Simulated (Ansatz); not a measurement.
C2H5ClO2Si can be A, `O=CC[SiH](O)Cl`, or B, `O=CC(Cl)O[SiH3]`.

Program: Ansatz. Geometries: PBE0-D4/def2-TZVP. ΔE: electronic, gas phase. CCSD(T)/CBS is the MP2 limit (def2-TZVPP, def2-QZVPP) plus CCSD(T) − MP2 in def2-TZVPP, frozen cores. DFT in def2-TZVPP. Each species was taken in one conformer, which may not be the lowest.

Task: Which isomer does CCSD(T)/CBS put lower? Give the gap. (An estimate is asked.)

Result: The calculation gave: A, by 63.8 kcal/mol.

Task: Give E(B) − E(A) in kcal/mol with ωB97M-V, r2SCAN-D4, CCSD/def2-TZVPP, B2PLYP, MP2/def2-TZVPP, PBE-D4, CCSD(T)/def2-TZVPP. (Estimate.)

Result: Ansatz gave: ωB97M-V 63.6, r2SCAN-D4 63.9, CCSD/def2-TZVPP 62.7, B2PLYP 62.4, MP2/def2-TZVPP 65.1, PBE-D4 61.2, CCSD(T)/def2-TZVPP 62.1. None reverses the order clearly.

Largest T1 diagnostic: 0.013.

From PBE to PBE0 (25 % exact exchange), in def2-TZVPP and without D4, E(B) − E(A) moves by +2.3 kcal/mol.
